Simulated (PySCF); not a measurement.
C₃H₅BO₂, SMILES C=C1OCB1O. Coordinates come from a PBE-D3(BJ)/def2-SVP optimisation. The structure was generated by enumeration, and PubChem lists no compound with its InChIKey, so it may never have been made. Other conformers were not sampled.

Question: Give the equilibrium geometry at PBE-D3(BJ)/def2-SVP (PySCF confirms it by a frequency run) as a Z-matrix, and its point group. (Estimate from the structure and the level; the computed values follow.)

Answer: One answer among several that fit: point group Cs.
```
C
C 1 1.3497
H 2 1.0986 1 119.20
O 1 1.4013 2 125.25 3 180.00
H 2 1.1014 3 118.90 1 180.00
C 4 1.4730 1 96.33 2 180.00
H 6 1.1125 4 110.84 1 -119.75
H 6 1.1125 7 108.46 4 121.89
B 1 1.5649 2 143.42 3 0.00
O 9 1.3501 1 135.19 2 0.00
H 10 0.9748 9 113.15 1 180.00
```
